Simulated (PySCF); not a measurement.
Cl3H3OSi2, SMILES Cl[SiH2]O[SiH](Cl)Cl.

Geometry: B3LYP-D3(BJ)/def2-SVP. This is a generated structure with no PubChem entry under its InChIKey; it may be hypothetical. The values are those of a single conformer.

Method: PySCF with B3LYP-D3(BJ)/def2-SVP.

Frequencies are harmonic and unscaled.

Computed harmonic wavenumbers and intensities:
```csv
mode,ν (cm⁻¹),IR (km/mol),moving atoms (share of kinetic energy)
1,10,0.6,"Cl 61 %, Si 18 %, O 15 %"
2,29,0.5,"Cl 76 %, O 11 %, Si 9 %"
3,71,2.5,"Si 37 %, Cl 32 %, H 16 %, O 16 %"
4,148,0.7,"Cl 78 %, Si 20 %"
5,183,3.4,"Cl 72 %, Si 17 %, O 9 %"
6,314,13.2,"O 42 %, Si 28 %, Cl 23 %"
7,318,23.9,"O 63 %, Cl 20 %, Si 15 %"
8,500,26.8,"Si 50 %, Cl 44 %"
9,546,65.8,"Si 51 %, Cl 43 %"
10,593,147.1,"Si 57 %, Cl 36 %"
11,632,15.7,"H 54 %, Si 40 %"
12,658,48.5,"H 45 %, Si 38 %, O 12 %"
13,745,15.3,H 90 %
14,822,160.0,"H 87 %, Si 10 %"
15,840,323.9,"H 84 %, Si 12 %"
16,929,287.2,"H 83 %, Si 15 %"
17,969,147.8,H 94 %
18,1096,513.1,"O 77 %, Si 18 %"
19,2273,79.2,H 97 %
20,2292,110.0,H 96 %
21,2327,81.5,H 97 %
```
